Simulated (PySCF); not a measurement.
## C9H8O2: full NMR table

* Formula: C9H8O2
* SMILES: O=Cc1cccc2c1COC2
* Point group of the computed structure: C1
* Degrees of unsaturation: 6
* Carbon signals: 9
* Proton signals: 6

Structure with atom numbers: `[O:1]=[CH:2][c:3]1[cH:4][cH:5][cH:6][c:7]2[c:8]1[CH2:9][O:10][CH2:11]2`. Hydrogens are named by the atom that carries them.

- GFN2-xTB structure
- shieldings: GIAO PBE0/pcSseg-1
- code: PySCF
- non-relativistic, fast rotation and ring inversion assumed for equivalent nuclei, one computed conformer, no solvent model

δ = σ(ref) − σ, references computed at the same level: TMS for $^{1}$H and $^{13}$C; $^{17}$O vs H2O.

```tsv
carbon	δC, type	δH (multiplicity)	HMBC from (2–3 bonds)	span of the C tensor (ppm)
C2	197.2, CH	10.33 (s)	H(C4)	176
C3	134.4, C	–	H(C2), H(C4), H(C5), H(C9)	188
C4	137.8, CH	7.82 (m)	H(C2), H(C5), H(C6)	228
C5	132.8, CH	7.77 (m)	H(C4), H(C6)	230
C6	131.8, CH	7.73 (m)	H(C4), H(C5), H(C11)	225
C7	148.6, C	–	H(C5), H(C6), H(C9), H(C11)	199
C8	151.6, C	–	H(C2), H(C4), H(C6), H(C9), H(C11)	197
C9	80.9, CH2	5.93 (s)	H(C11)	86
C11	78.0, CH2	5.56 (s)	H(C6), H(C9)	90
```

Other nuclei:
```tsv
atoms	nucleus	environment	δ (ppm)	σ (ppm)
O1	$^{17}$O	aldehyde oxygen	682.3	-346.3
O10	$^{17}$O	ether oxygen	28.5	307.6
```

1. Carbon types of the structure: 3 × C, 4 × CH, 2 × CH2, which accounts for all hydrogens.
2. δC 197.2: aldehyde carbonyl carbon; low-lying n→π* states of the double bond to the heteroatom give a large paramagnetic term (-252 ppm).
3. δC 151.6, 148.6, 134.4: substituted aromatic carbon.
4. δC 137.8, 132.8, 131.8: aromatic CH; the aromatic region.
5. δC 80.9, 78.0: sp3 CH2 bonded to O, on an aromatic ring; the inductive effect lowers its shielding.
6. δH 10.33: hydrogen on an aldehyde carbonyl carbon; the formyl region, downfield of aromatic protons.

Shifts are as computed. Against solution values, carbons near 30 ppm lie about +3 ppm off and those near 130 ppm about +5 ppm. Of 1211 compounds with measured shifts, 218 miss one by over three times the rms of a fit or turn the order of signals round; such compounds aren't used in these exercises. Unscaled 17O shifts of doubly bonded oxygen tend to come out too high, by tens of ppm or more. Experimental scales use liquid or dissolved standards, which lie at an offset from isolated H2O (liquid H2O: subtract about 36 ppm). Multiplicities follow the n + 1 count of equivalent neighbours, as no J values were calculated; m marks all less simple cases, F and P coupling included.
